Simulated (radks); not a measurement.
Results of a calculation; reference values are marked as such.
The hafnium ion Hf4+, configuration [Xe] 4f14. Code: a radial shooting solver on a logarithmic mesh with Libxc functionals. Model: scalar-relativistic Kohn-Sham, PBEsol, spin-polarised, spherical densities, point nucleus.

Unscreened Slater integrals over Kohn-Sham orbitals (eV). They are taken over the spin-up orbitals. Empty in this configuration: 5d.

\begin{tabular}{lr}
integral & value \\ \hline
F0(4f,4f) & 37.743 \\
F2(4f,4f) & 17.918 \\
F4(4f,4f) & 11.236 \\
F6(4f,4f) & 8.0821 \\
F0(4f,5p) & 22.753 \\
F2(4f,5p) & 7.5022 \\
G2(4f,5p) & 3.6256 \\
G4(4f,5p) & 2.8519 \\
F0(4f,5s) & 25.603 \\
G3(4f,5s) & 4.3964 \\
F0(4f,4d) & 41.209 \\
F2(4f,4d) & 19.780 \\
F4(4f,4d) & 12.628 \\
G1(4f,4d) & 23.088 \\
G3(4f,4d) & 14.579 \\
G5(4f,4d) & 10.329 \\
F0(4f,5d) & 17.317 \\
F2(4f,5d) & 4.2734 \\
F4(4f,5d) & 2.0703 \\
G1(4f,5d) & 1.8770 \\
G3(4f,5d) & 1.5678 \\
G5(4f,5d) & 1.2049 \\
F0(5p,5p) & 18.790 \\
F2(5p,5p) & 10.171 \\
F0(5p,5s) & 20.081 \\
G1(5p,5s) & 13.423 \\
F0(5p,4d) & 23.534 \\
F2(5p,4d) & 6.4749 \\
G1(5p,4d) & 1.7626 \\
G3(5p,4d) & 1.7246 \\
F0(5p,5d) & 15.519 \\
F2(5p,5d) & 7.6772 \\
G1(5p,5d) & 9.1062 \\
G3(5p,5d) & 5.6452 \\
F0(5s,5s) & 21.774 \\
F0(5s,4d) & 26.706 \\
G2(5s,4d) & 2.7460 \\
F0(5s,5d) & 16.141 \\
G2(5s,5d) & 5.8052 \\
F0(4d,4d) & 45.770 \\
F2(4d,4d) & 23.228 \\
F4(4d,4d) & 15.541 \\
F0(4d,5d) & 17.673 \\
F2(4d,5d) & 3.4083 \\
F4(4d,5d) & 1.4034 \\
G0(4d,5d) & 0.72826 \\
G2(4d,5d) & 0.86683 \\
G4(4d,5d) & 0.71365 \\
F0(5d,5d) & 13.633 \\
F2(5d,5d) & 7.2252 \\
F4(5d,5d) & 4.8090 \\
\end{tabular}
